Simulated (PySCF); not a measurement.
# MoH5, doublet: data card

All numbers come from UPBE0 in PySCF with Mo def2-TZVP with ECP28, H def2-TZVP; scalar-relativistic core potentials, no spin–orbit coupling; density-fitted integrals.

The structure is a minimum.

```xyz
6
charge 0 multiplicity 2, angstrom
Mo    0.0157   -0.0110    0.0000
H     0.0000   -1.7114    0.0000
H    -1.2666    0.6538   -0.7844
H     0.5053    0.7362   -1.4161
H     0.5053    0.7362    1.4161
H    -1.2666    0.6538    0.7844
```

* Point group: Cs
* Bond lengths: Mo–H 1.644 Å (×2), Mo–H 1.674 Å (×2), Mo–H 1.701 Å
* Bond angles: H–Mo–H 57.0°, H–Mo–H 69.1° (×2), H–Mo–H 113.4° (×2), H–Mo–H 115.5°, H–Mo–H 116.8° (×4)
* Entropy at 298.15 K and 1 bar (electronic part: spin only): 258.7 J/(mol K)
* Atomisation energy without zero-point energy: 1175 kJ/mol
* Spin squared ⟨S²⟩: 0.761
* Principal quadrupole moments (Buckingham, traceless) about the centre of mass: -1.19, -0.75, 1.94 D Å
* Rotational symmetry number: 1
* Principal polarisabilities: 45.0, 48.4, 48.9 bohr³
* Enthalpy at 298.15 K above 0 K: 12.11 kJ/mol
* Rotational constants: 1.976, 1.94, 1.572 cm⁻¹
* Highest occupied level (α): -6.92 eV
* Dipole moment: 1.24 D
* Heat capacity Cp at 298.15 K: 56.4 J/(mol K)
* Zero-point energy: 90.6 kJ/mol
* Lowest empty level (α): -2.50 eV

Harmonic modes (masses in u: Mo 97.905, H 1.008):
| symmetry | ω (cm⁻¹) | IR (km/mol) |
| --- | --- | --- |
| a'' | 414 | 16.9 |
| a' | 505 | 121 |
| a' | 810 | 40.5 |
| a'' | 828 | 36.0 |
| a' | 836 | 53.9 |
| a' | 909 | 43.5 |
| a'' | 923 | 69.8 |
| a' | 1911 | 280 |
| a'' | 1950 | 169 |
| a' | 1963 | 101 |
| a'' | 2049 | 107 |
| a' | 2053 | 63.4 |

Charges (e):
```
atom  Mulliken  Löwdin  polar tensor  spin (Mulliken)  Mayer order to Mo1
 Mo1      0.13   -0.01          0.92             1.26                   –
  H2     -0.11   -0.05         -0.32            -0.05                0.98
H3,6      0.04    0.04         -0.07            -0.05                0.93
H4,5     -0.04   -0.02         -0.23            -0.05                0.98
```

Mulliken populations on Mo1 (electrons outside its core potential): s 2.69, p 6.43, d 4.74, f 0.02.

Outer orbital energies (eV). α occupied: -10.92, -9.56, -9.32, -9.21, -8.38, -6.92; empty: -2.50, -2.43, -2.04, 1.39. β occupied: -10.90, -9.45, -9.21, -9.03, -8.12; empty: -2.24, -2.19, -2.14, -1.65.

Only a few start shapes were tried, so a lower isomer may exist. Other spin states or occupations of the open shell can lie lower.

The final relaxation and frequency run took 57 s on 2 threads of a shared Arm Neoverse V2 host, with 70 basis functions and 20 gradients; the process peaked at 1.1 GiB. Launch command: `OMP_NUM_THREADS=2 python axn.py task.json out`.
